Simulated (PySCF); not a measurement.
PbCl, SMILES [Cl][Pb+] (connectivity only; charge and spin as stated), charge +1, multiplicity 1.

Geometry: PBE0-D3(BJ)/def2-TZVP. The multiplicity is an assumed one; other spin states were not compared. The def2 effective core potentials stand for the cores of Pb; spin–orbit coupling is left out.

Method: B3LYP/def2-TZVPD run with PySCF.

Estimate the frontier levels, gap, dipole moment and polarisability. (Estimate from the structure and the level; the computed values follow.)


```yaml
highest_occupied_level: -14.44 eV
lowest_empty_level: -9.13 eV
orbital_gap: 5.31 eV
dipole_moment_about_the_centre_of_nuclear_charge: 2.77 D
mean_static_polarisability: 41.7 bohr³ (6.18 Å³)
polarisability_principal_values: 31.3, 31.3, 62.5 bohr³
```
